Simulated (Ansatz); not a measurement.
Consider the hydrogenolysis of the Al–F bond: `[CH3][Al]([F])[SH]` + H₂ → `[CH3][AlH][SH]` + H–F.

Computed with Ansatz on PBE0-D4/def2-TZVP structures; ΔE is electronic, products minus reactants. CCSD(T)/CBS adds triple-zeta CCSD(T) − MP2 to the extrapolated MP2 energy (def2 sets, frozen cores). This one scheme is used for every species. DFT in def2-TZVPP. One conformer a species, not always the lowest.

```csv
level,ΔE (kJ/mol)
r2SCANh-D4,173.7
HF/def2-QZVPP,164.2
```

(1) What does CCSD(T)/CBS give? (Best estimate.)

Largest T1 diagnostic among the species: 0.011.

## Answers

(1) Ansatz gave: +168.7 kJ/mol. The listed levels differ from it by 5.0, -4.5 kJ/mol.

In def2-TZVPP, CCSD(T) changes the Hartree–Fock value by +4.6 kJ/mol (the triples alone add +1.6 kJ/mol) and MP2 by +10.7 kJ/mol. From r2SCAN to r2SCAN0 (25 % exact exchange), in def2-TZVPP and without D4, ΔE moves by −5.5 kJ/mol.
